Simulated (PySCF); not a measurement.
Fe³⁺ (iron, charge +3) across methods

[Ar] 3d5, high-spin 6S determinant. All numbers are calculated (PySCF 2.14, no relativity, point nucleus, in def2-QZVPPD (11s6p5d4f2g, 100 functions)).

```tsv
method	E (hartree)	mean ε 3p α (eV)	mean ε 3p β (eV)	mean ε 3d α (eV)	Σ⟨r²⟩ (bohr²)	⟨S²⟩
PBE	-1261.375	-98.602	-92.647	-45.485	13.13	8.750
PBE0	-1261.440	-103.90	-95.776	-48.436	13.04	8.751
TPSSh	-1261.667	-101.22	-94.137	-46.582	13.07	8.751
wB97X	-1261.677	-105.38	-98.138	-50.472	12.98	8.751
BHandHLYP	-1261.670	-108.97	-98.826	-51.230	13.00	8.751
LDA	-1259.125	-98.456	-92.775	-45.688	13.14	8.750
r2SCAN	-1261.635	-101.09	-93.338	-46.013	13.02	8.751
LC-wPBE	-1261.447	-104.69	-98.317	-50.886	13.10	8.750
UHF	-1260.61640	-118.83	-103.45	-56.449	12.90	8.751
```
